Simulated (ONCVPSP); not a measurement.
## Ru: ONCV pseudisation with PBE, scalar-relativistic reference atom.

Ru (Z = 44), optimised norm-conserving Vanderbilt (ONCV), made with ONCVPSP 4.0.1 (PBE, scalar-relativistic). Core [Ar] 3d10, reference 4s2 4p6 4d7 5s1. Waves: 4s+5s: rc 2.00 bohr, ncon 4, nbas 7, qcut 7.7 1/bohr, 2 projectors; 4p: rc 1.10 bohr, ncon 4, nbas 9, qcut 7.1 1/bohr, 1 projector; 4d: rc 2.10 bohr, ncon 4, nbas 8, qcut 8.7 1/bohr, 2 projectors, debl 0.7 Ha. Local part: polynomial inside 1.00 bohr (lpopt 1, dvloc0 0 Ha). Core correction: none.

All-electron outer shells of the reference configuration (PBE, scalar-relativistic, ld1.x):

```
shell  level (eV)  outermost node (bohr)  outermost maximum (bohr)
   3d     -273.12                      –                      0.30
   4s      -76.37                   0.48                      0.92
   4p      -46.42                   0.49                      0.98
   4d       -5.20                   0.48                      1.21
   5s       -4.24                   1.24                      2.73
```

Task: Does the generator finish with these settings?

Result: Yes, a potential is produced and its reference levels are reproduced.

Task: Estimate the cutoffs (Ha) at which the residual kinetic energy of the hardest occupied pseudo-wave falls to 1 and 0.1 mHa per electron.

Result: 98 Ha and 217 Ha.

Task: What does a ghost test show?

Result: No bound ghost flagged; GHOST(+) flagged for s at 143.3 eV.

Task: Which valence shell sets the plane-wave cutoff?

Result: 4p: 98 Ha for 1 mHa per electron, against 22 Ha for 4d.

Task: Tests: 4s2 4p6 4d7 5s0; 4s2 4p6 4d6 5s0; 4s2 4p6 4d5 5s0; 4s2 4p6 4d7 5s0.5. Which has the largest error in its energy relative to the reference configuration, and how large is it?

Result: 4s2 4p6 4d5 5s0, with +6.0 meV (all-electron minus pseudo) on +56.10 eV.
